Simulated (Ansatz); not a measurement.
Basis-set extrapolation for `CC(C)B(C(C)C)C(C)C` (PBE0-D4/def2-TZVP geometry, frozen core, the Gaussian-basis code of Ansatz). Multiplicity 1, RHF reference.

|  | def2-TZVPP | def2-QZVPP |
| --- | --- | --- |
| HF | -377.864543 | -377.882255 |
| MP2 correlation | -1.699059 | -1.802465 |
| CCSD(T) correlation | -1.880228 | not run |

Energies in hartree. Use E(X) = E(∞) + A·exp(−7.88·√X) for Hartree–Fock and E(X) = E(∞) + B·X^(−2.97) for correlation, with X = 3 and 4, and add CCSD(T) minus MP2 of the smaller set to the MP2 limit.

**Question.** What is the CCSD(T) energy at the basis-set limit?

**Answer.** HF limit: -377.882255 + (-0.017712) × 0.13774 = -377.88469. MP2 limit: -1.802465 + (-0.103406) × 0.74074 = -1.87906. Higher-order term: -1.880228 − (-1.699059) = -0.18117. Total: -379.94492 hartree, 525.5 kJ/mol below CCSD(T)/def2-TZVPP.
